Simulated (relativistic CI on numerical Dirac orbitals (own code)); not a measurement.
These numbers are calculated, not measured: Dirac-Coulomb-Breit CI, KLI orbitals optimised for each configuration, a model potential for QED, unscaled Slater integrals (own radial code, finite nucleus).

Configurations in the expansion (outside the closed core [Ne]): 3s2.3p6, 3s2.3p5.3d, 3s.3p6.3d, 3s2.3p5.4s, 3s2.3p5.4p, 3s2.3p5.4d, 3s.3p6.4s, 3p6.3d.4p, 3s2.3p5.4f, 3s.3p6.4p, 3s.3p6.4d, 3s.3p6.4f, 3s2.3p5.5s, 3s2.3p5.5p, 3s2.3p5.5d, 3s2.3p5.5f, 3s2.3p5.5g, 3s.3p6.5s, 3s.3p6.5p, 3s.3p6.5d, 3s.3p6.5f, 3s2.3p5.6s, 3p6.3d2, 3p5.3d3, 3p5.3d2.4s, 3p5.3d2.4p, 3p5.3d2.4d, 3p6.3d.4s, 3p5.3d.4s2, 3p5.3d.4s.4p, 3p5.3d.4s.4d. Double excitations out of closed p, d and f shells are left out; levels of such configurations are missing from the list, as are those of other unlisted configurations, and high levels can miss mixing partners. These lack a partner that the ground configuration has and come out too high: 3s2.3p5.4f, 3s2.3p5.5s, 3s2.3p5.5p, 3s2.3p5.5d, 3s2.3p5.5f.

At this charge energies of transitions that change n are usually good to better than 1 %, and those within a shell (Δn = 0) to a few per cent.

Outline of the computed level scheme of Sn XXXIII. Lowest level of each configuration: 3s2.3p6 1S_0 at 0.000 eV; 3s2.3p5.3d 3P°_0 at 141.030 eV; 3s.3p6.3d 3D_1 at 324.130 eV; 3p6.3d2 3F_2 at 658.445 eV; 3p5.3d3 5F°_2 at 796.393 eV.

Some strong electric-dipole decays among the lowest 45 levels: 3s2.3p5.3d 1P°_1 → 3s2.3p6 1S_0 (1.0e+12 s⁻¹); 3s.3p6.3d 3D_3 → 3s2.3p5.3d 3F°_4 (2.3e+11 s⁻¹); 3s.3p6.3d 3D_2 → 3s2.3p5.3d 3F°_3 (2.3e+11 s⁻¹); 3s.3p6.3d 3D_1 → 3s2.3p5.3d 3D°_2 (1.4e+11 s⁻¹); 3s2.3p5.3d 3D°_1 → 3s2.3p6 1S_0 (1.2e+11 s⁻¹); 3s.3p6.3d 3D_1 → 3s2.3p5.3d 3P°_1 (1.2e+11 s⁻¹); 3s.3p6.3d 3D_2 → 3s2.3p5.3d 3D°_2 (7.7e+10 s⁻¹); 3s.3p6.3d 3D_1 → 3s2.3p5.3d 3P°_0 (6.5e+10 s⁻¹).

LS names give the leading component of a level, which can be under half, so a name can repeat, a term be missing and a line seem to break the LS rules.
